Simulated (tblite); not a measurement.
Task: Write a Z-matrix for `C/C(=C\COC=O)CO` as optimised with GFN2-xTB.

Result: 
Z-matrix in Å and degrees, rows numbered from 1:
```
C 
C   1  1.4994
C   2  1.3286  1  124.11
C   3  1.4964  2  125.42  1    -1.65
O   4  1.4449  3  110.74  2  -114.73
C   5  1.3143  4  117.03  3    81.37
O   6  1.1969  5  127.41  4     1.23
C   2  1.5102  1  114.95  3   179.77
O   8  1.4032  2  115.36  1   171.45
H   1  1.0887  2  110.76  3   -61.49
H   1  1.0868  2  110.71  3   178.25
H   1  1.0892  2  109.85  3    58.17
H   3  1.0814  2  119.91  1   179.67
H   4  1.0921  3  111.52  2     6.33
H   4  1.0925  3  110.93  2   129.80
H   6  1.1043  5  108.62  4  -179.37
H   8  1.0955  2  108.94  1   -70.09
H   8  1.1016  2  108.52  1    46.89
H   9  0.9638  8  108.59  2   -60.62
```

The C–O distances run from 1.197 Å (C6=O7, drawn double) to 1.445 Å (C4–O5, drawn single), a spread of 0.248 Å. The 4 C–C bonds span 1.329 Å (C2=C3, drawn double) to 1.510 Å (C2–C8, drawn single), a spread of 0.181 Å. Of the pairs four or more bonds apart, O7···H12 is among the closest relative to their van der Waals radii: 2.39 Å, 88 % of the sum of Bondi's values.

The geometry is computed with GFN2-xTB (gas phase).

Point group: C1 (no symmetry element, even within 0.4 Å). Its GFN2-xTB frequencies are all real (lowest 27 cm⁻¹). The numbers are those of one conformer (C2–C3–C4–O5 -115°, C3–C4–O5–C6 81°, C4–O5–C6–O7 1°, C1–C2–C8–O9 171°, C2–C8–O9–H -61°).
